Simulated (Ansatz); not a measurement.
Input and output for GaMe2H (C₂H₇Ga).

```yaml
crystal:
  periodic: [false, false, false]
  atoms:
    - {symbol: C, position_ang: [1.597844, -0.663412, 0.069920]}
    - {symbol: C, position_ang: [-1.355598, 1.069658, -0.061571]}
    - {symbol: Ga, position_ang: [-0.367018, -0.630543, -0.017461]}
    - {symbol: H, position_ang: [1.901109, -0.720023, 1.131192]}
    - {symbol: H, position_ang: [2.054015, 0.247796, -0.347713]}
    - {symbol: H, position_ang: [2.028079, -1.543983, -0.431799]}
    - {symbol: H, position_ang: [-1.641236, 1.285725, -1.106938]}
    - {symbol: H, position_ang: [-0.758264, 1.921705, 0.298078]}
    - {symbol: H, position_ang: [-2.292305, 1.018588, 0.515779]}
    - {symbol: H, position_ang: [-1.166627, -1.985530, -0.049487]}
basis:
  gaussian: {orbitals: cc-pVDZ, nuclear_model: gaussian, point_charges: [{charge: 2.00, position_ang: [6.496, 0.159, -0.516]}]}
hamiltonian: {xc: {name: PBE0}}
correlation: {method: rpa}
scf: {omitted_lower_state_checks: [starts]}
```

```sh
$ ansatz run in.yaml --threads 2 --pin off --events-out ev --progress --plain --max-ram 4352MiB
```

Shortened log:

```
Functional definition: PBE0
886 factors; integrals over basis functions are off by at most 9.9e-4 eV
mean field evaluation 1: about -54546.8925 eV, gradient 5.9e1 eV
mean field evaluation 2: about -54547.0425 eV, gradient 5.9e1 eV
mean field evaluation 4: about -54555.4690 eV, gradient 3.0e0 eV
mean field evaluation 8: about -54555.5094 eV, gradient 2.4e-1 eV
mean field evaluation 16: about -54555.5096 eV, gradient 8.2e-6 eV
mean field -54555.50958480 eV, -2004.8779981889 hartree, gradient 8.1e-6 eV, S^2 0.000000; 0 other end points of the search recorded, 0 dependent functions left out
11 core orbitals not correlated: weight in the atoms' cores, before any rotation towards them, 1.000 or more for the frozen orbitals, at most 0.000 for the correlated occupied ones
reference -54504.42013183 eV, -2003.0004954220 hartree; 14, 14 occupied and 65, 65 virtual orbitals, 886 factors
Total energy: -54521.31150944 eV, -2003.6212420998 hartree
Checks for a lower state left out: starts
```

Run time 1.5 s (2 threads of Intel Xeon 6975P-C on a shared host).

Correlated methods freeze 11 core orbitals; core or outer-core shells of Ga are correlated, in sets that lack core-valence functions.
